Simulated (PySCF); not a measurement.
An unknown is described by computed data only.

Formula: C5H7FO3.

- Polarisability: 70.6 au [PBE0/def2-SVPD]
- UV, strongest line: among the 6 lowest singlet transitions: S4 at 7.82 eV (158 nm, f = 0.469) [TDDFT PBE0/def2-SVPD]
- Rotational structure: rotational constants A, B, C: 3.185, 1.246, 1.040 GHz [GFN2-xTB]
- Dipole: 1.35 D [PBE0/def2-SVPD]
- NMR, other nuclei: isotropic shieldings of nuclei other than C and H, by class: 194 (1 O), 216 (1 O), 225 (1 O), 290 (1 F) ppm [GIAO PBE0/pcSseg-1]
- UV, first state: lowest singlet excitation: 7.04 eV (176 nm, f = 0.002) [TDDFT PBE0/def2-SVPD]
- 1H NMR: chemical shifts (computed TMS as zero) by class: 6.28 (1 H), 6.27 (1 H), 5.87 (1 H), 5.78 (1 H), 5.75 (1 H), 5.73 (1 H), 5.22 (1 H) ppm [GIAO PBE0/pcSseg-1]
- 13C NMR: chemical shifts (computed TMS as zero) by class: 143.1 (1 C), 128.9 (1 C), 117.7 (1 C), 100.7 (1 C), 89.9 (1 C) ppm [GIAO PBE0/pcSseg-1]
- Triplet: lowest triplet excitation (Tamm–Dancoff): 4.48 eV [TDA PBE0/def2-SVPD]

Electronic properties: PySCF, gas phase, density fitting. Levels stand in brackets. Geometry: GFN2-xTB, one conformer, isolated molecule. NMR classes are plain means over equivalent atoms (diastereotopic ones count apart unless rotation or inversion swaps them), as if these changed places fast.

Task: Propose a structure and show how it fits.

Result: Numbering: `[CH2:1]=[CH:2][C@@H:3]1[O:4][CH2:5][O:6][C@@H:7]([F:8])[O:9]1`. Its formula, C5H7FO3, gives 2 degrees of unsaturation: 1 ring and 1 π bond in the structure found. 5 carbons fall into 5 classes; from least to most shielded: alkene CH carbon [C2] (143.1 ppm), terminal =CH2 carbon [C1] (128.9 ppm), sp3 carbon bearing two oxygens [C7] (117.7 ppm), sp3 carbon bearing two oxygens [C3] (100.7 ppm), sp3 carbon bearing two oxygens [C5] (89.9 ppm). Hydrogen classes from least to most shielded: 1 H on an alkene CH carbon, C2 (6.28 ppm), 1 H on an sp3 carbon bearing two oxygens, C7 (6.27 ppm), 1 H on an sp3 carbon bearing two oxygens, C5 (5.87 ppm), 1 H on a terminal =CH2 carbon, C1 (5.78 ppm), 1 H on an sp3 carbon bearing two oxygens, C3 (5.75 ppm), 1 H on a terminal =CH2 carbon, C1 (5.73 ppm), 1 H on an sp3 carbon bearing two oxygens, C5 (5.22 ppm). The other shieldings belong to: 194 ppm, cyclic ether oxygen [O9]; 216 ppm, cyclic ether oxygen [O6]; 225 ppm, cyclic ether oxygen [O4]; 290 ppm, alkyl fluorine [F8]. S1 is mainly HOMO−1→LUMO (weight 0.93); the largest Löwdin shares of the orbital it empties are 0.46 on a cyclic ether oxygen, 0.09 on an sp3 carbon bearing two oxygens, 0.09 on a cyclic ether oxygen and 0.07 on an sp3 carbon bearing two oxygens, of the orbital it fills 0.37 on the terminal =CH2 carbon, 0.33 on the alkene CH carbon and 0.06 on each of 2 atoms of one kind (vinylic hydrogen). The optimised geometry has point group C1 and is an asymmetric top. Structure: `C=C[C@@H]1OCO[C@@H](F)O1`. Computed isomers that give other values at the same levels: `C=C[C@@H]1OCO[C@H](F)O1` (13C chemical shifts (computed TMS as zero) by class: 146.7 (1 C), 126.7 (1 C), 116.8 (1 C), 105.8 (1 C), 91.4 (1 C) ppm); `COCOC(=O)/C=C/F` (13C chemical shifts (computed TMS as zero) by class: 176.7 (1 C), 170.6 (1 C), 111.5 (1 C), 97.9 (1 C), 59.6 (1 C) ppm); `CO/C(F)=C\OC(C)=O` (13C chemical shifts (computed TMS as zero) by class: 172.0 (1 C), 168.6 (1 C), 109.7 (1 C), 55.7 (1 C), 23.0 (1 C) ppm). The assignments are read from this structure; whether some other isomer fits the data as well wasn't checked. The mirror image fits equally.
